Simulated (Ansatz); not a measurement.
Relaxation of CH$_{7}$FN$_{2}$Si (12 atoms, charge 0, multiplicity 1), to a largest force component of 0.03 eV/Å in at most 50 steps.

Computed with RKS B3LYP/cc-pVDZ in Ansatz 0.2.0.

```xyz
12
Properties=species:S:1:pos:R:3
Si -0.301 0.269 -0.163
F 1.665 -1.635 1.020
C 0.895 0.312 -1.393
H 1.776 -1.114 0.269
N -0.327 1.267 1.231
N -1.680 -0.762 -0.108
H 1.568 1.166 -1.487
H 0.914 -0.428 -2.196
H -1.213 1.626 1.576
H 0.432 1.920 1.399
H -1.877 -1.255 0.761
H -1.853 -1.364 -0.909
```

**Question.** Where does it end, and by what steps?

**Answer.** The run converged. After 11 steps the energy has fallen by 0.109 eV; H4 moved furthest, 0.28 Å.

```json
{"step": "0", "energy less start (eV)": "0.0000", "largest force component (eV/Å)": "1.211", "accepted": "yes"}
{"step": "1", "energy less start (eV)": "-0.0805", "largest force component (eV/Å)": "0.273", "accepted": "yes"}
{"step": "2", "energy less start (eV)": "-0.0724", "largest force component (eV/Å)": "0.400", "accepted": "no"}
{"step": "3", "energy less start (eV)": "-0.1040", "largest force component (eV/Å)": "0.116", "accepted": "yes"}
{"step": "4", "energy less start (eV)": "-0.1009", "largest force component (eV/Å)": "0.202", "accepted": "no"}
{"step": "5", "energy less start (eV)": "-0.1074", "largest force component (eV/Å)": "0.057", "accepted": "yes"}
{"step": "6", "energy less start (eV)": "-0.1084", "largest force component (eV/Å)": "0.038", "accepted": "yes"}
{"step": "7", "energy less start (eV)": "-0.1088", "largest force component (eV/Å)": "0.038", "accepted": "yes"}
{"step": "8", "energy less start (eV)": "-0.1090", "largest force component (eV/Å)": "0.044", "accepted": "yes"}
{"step": "9", "energy less start (eV)": "-0.1092", "largest force component (eV/Å)": "0.035", "accepted": "yes"}
{"step": "10", "energy less start (eV)": "-0.1071", "largest force component (eV/Å)": "0.154", "accepted": "no"}
{"step": "11", "energy less start (eV)": "-0.1094", "largest force component (eV/Å)": "0.015", "accepted": "yes"}
```

```xyz
12
Properties=species:S:1:pos:R:3
Si -0.312 0.269 -0.150
F 1.701 -1.549 0.830
C 0.995 0.199 -1.273
H 1.676 -0.958 0.061
N -0.364 1.315 1.199
N -1.687 -0.756 -0.110
H 1.633 1.074 -1.426
H 0.959 -0.515 -2.101
H -1.232 1.578 1.652
H 0.406 1.933 1.427
H -1.954 -1.189 0.772
H -1.821 -1.402 -0.883
```

Whether the end is a true minimum wasn't checked by a vibrational analysis.

The run took 27 s on 2 threads of Intel(R) Xeon(R) Platinum 8488C (Sapphire Rapids), with other jobs on the host, peak memory 0.26 GiB.
